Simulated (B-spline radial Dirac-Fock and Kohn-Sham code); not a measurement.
A summary of the ionisation energies of europium (Z = 63) against charge, from Dirac-Fock ΔSCF + Breit + QED and from the NIST table. The largest relative steps of the computed values, from charge +5 on, come at Eu¹⁷⁺ (46 electrons left, 342.3 to 520.9 eV); Eu³⁵⁺ (28 electrons left, 1454.2 to 2506.7 eV); Eu⁵³⁺ (10 electrons left, 4838.1 to 11101.8 eV); Eu⁶¹⁺ (2 electrons left, 13738.2 to 55862.5 eV). The median of |NIST − computed| / NIST over the 63 ions is 1.10 %.

| charge | computed (eV) | NIST (eV) |
| --- | --- | --- |
| 0 | 4.74 | 5.670385 |
| 4 | 72.05 | 63.2 |
| 8 | 132.9 | 144 |
| 12 | 228.8 | 243 |
| 16 | 342.3 | 344.4 |
| 20 | 632.6 | 630 |
| 24 | 790.8 | 795 |
| 28 | 1092.7 | 1078 |
| 32 | 1268.8 | 1296 |
| 36 | 2609.5 | 2591 |
| 40 | 3036.4 | 3022 |
| 44 | 3488.3 | 3510 |
| 48 | 4187.5 | 4131 |
| 52 | 4838.1 | 4838 |
| 56 | 11975.6 | 11739 |
| 60 | 13738.2 | 13738.58 |
